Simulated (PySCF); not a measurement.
C2H5BF2O, SMILES FB(F)OCC.

Geometry optimised at TPSSh-D3(BJ)/def2-SVP. One conformer was computed; it need not be the lowest.

Two levels are set side by side: TDA-PBE/def2-SVPD (PySCF) and TDA-CAM-B3LYP/def2-SVPD (PySCF). Vertical, same geometry. The lowest singlet is HOMO→LUMO 100 % with PBE and HOMO→LUMO 92 % with the other functional; states are paired by order. Differences are taken from unrounded values.

| quantity | TDA-PBE |
|---|---|
| lowest singlet excitation (eV) | 7.51 |
| lowest triplet excitation (TDA) (eV) | 7.37 |
| first bright state (f over 0.05) (eV) | 8.29 |
| its oscillator strength | 0.05 |

### Question
These are the TDA-PBE values. What does TDA-CAM-B3LYP give? (The exact figures need the calculation; the answer reports its results.)

### Answer

| quantity | TDA-CAM-B3LYP | TDA-PBE minus TDA-CAM-B3LYP |
|---|---|---|
| lowest singlet excitation (eV) | 8.68 | -1.17 |
| lowest triplet excitation (TDA) (eV) | 8.42 | -1.05 |
| first bright state (f over 0.05) (eV) | 9.59 | -1.30 |
| its oscillator strength | 0.08 | -0.03 |

A lower first singlet is the usual sign of a functional without exact exchange. Differences between two approximate levels are no errors against the true value.

Rough cost on one machine, each run with all the roots and properties that it gave: TDA-CAM-B3LYP against TDA-PBE about 4 times.
